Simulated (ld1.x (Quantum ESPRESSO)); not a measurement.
# Sn (Z = 50): variants of one TM potential

Base potential:

Sn (Z = 50), norm-conserving Troullier–Martins (Kleinman–Bylander form), made with ld1.x (Quantum ESPRESSO) 7.5 (PBE, scalar-relativistic). Core [Ar] 3d10 4s2, reference 4p6 4d10 5s2 5p1.75 (charge +0.25). Waves: 5s (bound): rc 2.15 bohr; 4p (bound): rc 1.45 bohr; 4d (bound): rc 1.35 bohr; 4f channel at 0.3 Ry: rc 2.15 bohr. Local part: all-electron potential smoothed inside 1.75 bohr (lloc = -2). Core correction: none.

Occupied shells without a wave of their own: 5p. They enter only through the test configuration that unscreens the potential.

Cutoffs, loose and tight: the cutoffs (Ry, on a coarse ladder) from which the occupation-weighted sum of valence levels, in a spherical-Bessel basis at the reference potential, stays within 10 and 1 mRy of its value at 400 Ry. They do not see the model core or the augmentation charge, which bear on the density cutoff. Test errors are all-electron minus pseudo excitation energies from the reference, over the configurations 4p6 4d10 5s2 5p2; 4p6 4d10 5s2 5p1; 4p6 4d10 5s2 5p0; 4p6 4d9 5s2 5p2; 4p6 4d10 5s0 5p0; 4p6 4d9 5s2 5p3; 4p6 4d10 5s0 5p4. A dash means not determined; rows that change the core or the reference have their own tests. The largest error is taken over the tests solved by every variant that gives reliable tests at all: 4p6 4d10 5s0 5p0; 4p6 4d10 5s0 5p4; 4p6 4d10 5s2 5p0; 4p6 4d10 5s2 5p1; 4p6 4d10 5s2 5p2.

A true bound ghost makes a file unfit for plane-wave use even where its test errors are small: the radial tests pick states by their node count and pass the ghost by. Where a test does run into it, the solver fails or the error is huge.

On the changes marked as counting shells twice: ld1.x takes every shell without a wave as core, so the model core holds the marked electrons as well and exchange and correlation see them twice. This cancels in the reference configuration, but the file is broken for other ones, and its errors say nothing about a proper core correction.

| change | outcome | cutoff, loose | cutoff, tight | bound ghosts | largest test error (meV) |
| --- | --- | --- | --- | --- | --- |
| base | generated, misses its reference levels by 0.47 eV | 90 Ry | 160 Ry | none | +2316 |
| wave 5s (bound): rc 2.15 bohr becomes 5s (bound): rc 2.76 bohr | generated, misses its reference levels by 0.47 eV | 90 Ry | 160 Ry | none | +2198 |
| wave 4d (bound): rc 1.35 bohr becomes 4d (bound): rc 1.56 bohr | generated, misses its reference levels by 0.47 eV | 90 Ry | 140 Ry | none | +2317 |
| core correction a·sin(br)/r model core inside 1.66 bohr (5p counted twice) | generated, misses its reference levels by 0.47 eV | 90 Ry | 160 Ry | none | -1297 |
| wave 4f channel at 0.3 Ry: rc 2.15 bohr becomes 4f channel at 0.3 Ry: rc 2.04 bohr | generated, misses its reference levels by 0.47 eV | 90 Ry | 160 Ry | none | +2316 |
| wave 4p (bound): rc 1.45 bohr becomes 4p (bound): rc 2.14 bohr | generated, misses its reference levels by 0.55 eV | 90 Ry | 160 Ry | none | +2743 |
| wave 4f channel at 0.3 Ry: rc 2.15 bohr becomes 4f channel at 0.04 Ry: rc 2.15 bohr | generated, misses its reference levels by 0.47 eV | 90 Ry | 160 Ry | none | +2316 |
| all radii scaled by about 0.80 (s 1.72, p 1.16, d 1.08, f 1.72 bohr); local potential all-electron potential smoothed inside 1.40 bohr (lloc = -2) | generated | 120 Ry | 180 Ry | s | +443 |
| local potential the s channel | generated, misses its reference levels by 1.39 eV | 90 Ry | 160 Ry | none | +7244 |

(1) What comes out with this change to the base: local potential all-electron potential smoothed inside 0.86 bohr (lloc = -2)?

(2) What comes out with this change to the base: core [Kr], valence charge 14; reference 4d10 5s2 5p2; waves now 5s (bound): rc 2.20 bohr; 5p (bound): rc 2.10 bohr; 4d (bound): rc 1.70 bohr; 4f channel at 0.3 Ry: rc 1.70 bohr; local potential the f channel?

## Answers

(1) outcome: generated, misses its reference levels by 0.21 eV; cutoff, loose: 90 Ry; cutoff, tight: 160 Ry; bound ghosts: s; largest test error (meV): -1085.

(2) outcome: generated; cutoff, loose: 80 Ry; cutoff, tight: 120 Ry; bound ghosts: s, p; largest test error (meV): -170.
